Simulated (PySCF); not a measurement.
**How far are cheaper levels from CCSD(T)/CBS for TlH?**

PySCF; the state is a singlet (closed shell). The composite is CCSD(T) extrapolated to the basis-set limit from two correlation-consistent sets, with core-valence (CV) and scalar-relativistic (SR) terms as its label shows; it has no spin–orbit coupling and nothing beyond (T). Here it is CCSD(T)/CBS(DT). It gives Re = 1.896 Å, ωe = 1370 cm⁻¹ and De = 2.61 eV to Tl + H.

| level | basis | relativity | Re (Å) | ωe (cm⁻¹) | De (eV) |
| --- | --- | --- | --- | --- | --- |
| RHF-MP2 | def2-SVPD | scalar-relativistic core potentials | 1.892 | 1397 | 2.30 |
| RHF-SCS-MP2 | def2-TZVPP | scalar-relativistic core potentials | 1.895 | 1402 | 2.46 |
| RHF-CCSD | def2-SVP | scalar-relativistic core potentials | 1.904 | 1373 | 2.35 |
| RHF-CCSD | aug-cc-pVDZ-PP/aug-cc-pVDZ | scalar-relativistic core potentials | 1.910 | 1335 | 2.49 |
| RHF-CCSD | def2-TZVPP | scalar-relativistic core potentials | 1.899 | 1389 | 2.52 |
| PBEsol | cc-pVDZ-PP/cc-pVDZ | scalar-relativistic core potentials | 1.923 | 1350 | 2.65 |
| revPBE | def2-SVPD | scalar-relativistic core potentials | 1.950 | 1289 | 2.48 |
| r²SCAN | def2-SVP | scalar-relativistic core potentials | 1.921 | 1368 | 2.51 |
| B3LYP | def2-TZVPP | scalar-relativistic core potentials | 1.917 | 1350 | 2.61 |
| B2PLYP | aug-cc-pVDZ-PP/aug-cc-pVDZ | scalar-relativistic core potentials | 1.914 | 1359 | 2.50 |

Task: Give the difference of each row from the composite.

Result: 

| level | basis | ΔRe (pm) | Δωe (%) | ΔDe (eV) |
| --- | --- | --- | --- | --- |
| RHF-MP2 | def2-SVPD | -0.4 | +2.0 | -0.31 |
| RHF-SCS-MP2 | def2-TZVPP | -0.1 | +2.3 | -0.15 |
| RHF-CCSD | def2-SVP | +0.8 | +0.2 | -0.26 |
| RHF-CCSD | aug-cc-pVDZ-PP/aug-cc-pVDZ | +1.4 | -2.6 | -0.12 |
| RHF-CCSD | def2-TZVPP | +0.3 | +1.4 | -0.09 |
| PBEsol | cc-pVDZ-PP/cc-pVDZ | +2.7 | -1.5 | +0.04 |
| revPBE | def2-SVPD | +5.4 | -5.9 | -0.13 |
| r²SCAN | def2-SVP | +2.5 | -0.1 | -0.10 |
| B3LYP | def2-TZVPP | +2.1 | -1.5 | +0.00 |
| B2PLYP | aug-cc-pVDZ-PP/aug-cc-pVDZ | +1.8 | -0.8 | -0.11 |

Task: Which rows come closest in De?

Result: B3LYP in def2-TZVPP (+0.00 eV), counted from the composite.

Correlated steps freeze 4 core orbitals. Correlated levels converge slowly with the basis: in double zeta they bind strong bonds too weakly, by up to about 1 eV, and carry superposition errors of some tenths. These are scalar-relativistic numbers at best; spin–orbit coupling would shift them, the dissociation energy most. Where the molecule has an RHF reference, its open-shell atoms are computed with UHF. B2PLYP dipoles, levels and charges come from its SCF part alone.
